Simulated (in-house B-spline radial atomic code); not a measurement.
Inner levels of promethium as electrons are removed. A shift is the extra binding of the orbital against the neutral atom ([Xe] 4f5 6s2). The density at the nucleus is averaged over the nuclear charge. Computed with an all-electron radial atomic-structure program (B-spline basis): Dirac-Hartree-Fock, average of the configuration, finite nuclei.

```tsv
ion	configuration	shift of 4p3/2 (eV)	shift of 3p3/2 (eV)	shift of 2p1/2 (eV)	radius of 4p3/2 (bohr)	radius of 3p3/2 (bohr)	radius of 2p1/2 (bohr)	Σ<r²> (bohr²)	change of density at nucleus (bohr⁻³)
Pm16+	[Kr] 4d9	330.07	356.43	357.3	0.60917	0.26102	0.082544	8.7045	-219.88
Pm17+	[Kr] 4d8	363.96	397.97	401.51	0.60429	0.26077	0.082537	8.0951	-155.08
Pm18+	[Kr] 4d7	398.47	440.5	446.95	0.59945	0.26051	0.082529	7.5145	-87.106
Pm19+	[Kr] 4d6	433.59	484.01	493.61	0.59468	0.26024	0.082521	6.9606	-15.976
Pm20+	[Kr] 4d5	469.3	528.49	541.48	0.58996	0.25994	0.082512	6.4316	58.299
Pm21+	[Kr] 4d4	505.61	573.93	590.55	0.58529	0.25963	0.082502	5.9258	135.76
Pm22+	[Kr] 4d3	?	?	?	?	?	?	?	?
Pm23+	[Kr] 4d2	?	?	?	?	?	?	?	?
Pm24+	[Kr] 4d1	618.05	715.87	744.92	0.57165	0.25858	0.082469	4.5335	386.98
```

Q: Fill in the row of Pm22+.

A: shift of 4p3/2 (eV): 542.5; shift of 3p3/2 (eV): 620.31; shift of 2p1/2 (eV): 640.81; radius of 4p3/2 (bohr): 0.58068; radius of 3p3/2 (bohr): 0.25929; radius of 2p1/2 (bohr): 0.082492; Σ<r²> (bohr²): 5.4418; change of density at nucleus (bohr⁻³): 216.34.

Q: Fill in the row of Pm23+.

A: shift of 4p3/2 (eV): 579.99; shift of 3p3/2 (eV): 667.63; shift of 2p1/2 (eV): 692.27; radius of 4p3/2 (bohr): 0.57614; radius of 3p3/2 (bohr): 0.25895; radius of 2p1/2 (bohr): 0.082481; Σ<r²> (bohr²): 4.978; change of density at nucleus (bohr⁻³): 300.1.
